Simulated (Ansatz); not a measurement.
`C[Se]BF` + PH₃ → `C[Se]P` + `BF` at 700 K and 1 bar (ligand exchange at the Se–B bond).

Calculated with Ansatz (gas phase, PBE0-D4/def2-TZVP geometries, no zero-point term in ΔE). CCSD(T)/CBS is the MP2 limit (def2-TZVPP, def2-QZVPP) plus CCSD(T) − MP2 in def2-TZVPP, frozen cores. This one scheme is used for every species. For Se outer-core shells are correlated without core-valence functions, which leaves a few kJ/mol of doubt a bond. Scalar relativity is left out up to krypton. One conformer a species, not always the lowest.

| species | CCSD(T)/CBS energy (Eh) | H − E (kJ/mol) | S (J/(mol·K)) |
| --- | --- | --- | --- |
| `C[Se]BF` | -2565.82397 | 200.3 | 411.8 |
| PH₃ | -342.72256 | 91.5 | 248.3 |
| `C[Se]P` | -2782.70431 | 204.7 | 409.8 |
| `BF` | -125.82039 | 88.4 | 262.0 |

H − E and S are ideal-gas, rigid-rotor, harmonic terms from PBE0-D4/def2-TZVP, for one conformer and one mirror image of each species. 1 Eh = 2625.50 kJ/mol, R = 8.31446 J/(mol·K).

Q: By hand: ΔE, ΔH, ΔS and ΔG.

A: ΔE = (-2782.70431) + (-125.82039) − (-2565.82397) − (-342.72256) = 0.02183 Eh = 57.3 kJ/mol. Δ(H − E) = 204.7 + 88.4 − 200.3 − 91.5 = 1.3, so ΔH = 58.6 kJ/mol. ΔS = 409.8 + 262.0 − 411.8 − 248.3 = 11.7 J/(mol·K). ΔG = 58.6 − 700 × (11.7)/1000 = 50.4 kJ/mol.

Q: By hand: the equilibrium constant, and the temperature at which ΔG would vanish if ΔH and ΔS stayed fixed.

A: log₁₀ K = −ΔG/(RT ln 10) = -3.8. ΔG = 0 at ΔH/ΔS = 5009 K, far beyond where these terms or the molecules hold.

The number of gas molecules stays the same, so ΔS is small and ΔH decides. A doubt of 5 kJ/mol in ΔE shifts log₁₀ K by 0.4 here. Other conformers and mirror images would add mixing entropy, several J/(mol·K) or more a flexible species. These are equilibria of isolated gas molecules and say nothing of rates. Largest T1 diagnostic: 0.013 (customary marks: 0.02 for closed shells, 0.045 for open ones).
